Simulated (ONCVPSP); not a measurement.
Cutoff test, hafnium, ONCV

hafnium (Hf), optimised norm-conserving Vanderbilt (ONCV), made with ONCVPSP 4.0.1 (PBE, scalar-relativistic). Core [Xe] 4f14, reference 5d2 6s2. Waves: 6s: rc 2.75 bohr, ncon 4, nbas 9, qcut 2.3 1/bohr, 3 projectors, debl 3.6 Ha; p scattering state at 0.26 Ha: rc 2.45 bohr, ncon 4, nbas 8, qcut 2.8 1/bohr, 1 projector; 5d: rc 2.90 bohr, ncon 4, nbas 8, qcut 4.5 1/bohr, 2 projectors, debl 0.8 Ha. Local part: polynomial inside 1.85 bohr (lpopt 5, dvloc0 3 Ha). Core correction: none.

Task: For each optimised wave give the share of its norm inside rc, the residual kinetic energy above qcut (Ha) and the cutoffs (Ha) for errors of 10, 1, 0.1 and 0.01 mHa per electron.

Result:

```tsv
wave	norm inside rc	residual KE	10 mHa	1 mHa	0.1 mHa	0.01 mHa
6s	0.309	9.2e-04	1.5	2.7	11.2	28.9
s projector 2	0.164	4.1e-01	24.3	39.6	44.7	63.0
s projector 3	0.104	1.2e+00	17.2	46.9	54.9	79.5
p projector 1	0.070	4.2e-03	1.1	22.9	33.8	46.0
5d	0.703	3.6e-05	6.4	8.1	9.4	19.1
d projector 2	0.132	1.0e-04	6.5	8.4	10.2	21.5
```

The occupied waves need 8.1 Ha and 11 Ha for 1 and 0.1 mHa. The cutoffs count occupied waves only; projector 3 of the s channel, the hardest unoccupied one, needs 47 Ha at the loose tolerance. Note: no bound ghost flagged but for a GHOST(-) flag that falls on a real empty level of the atom; GHOST(+) flagged for p at 22.4 eV, s at 169.0 eV. 1 of 4 tests not solved or not reliable.
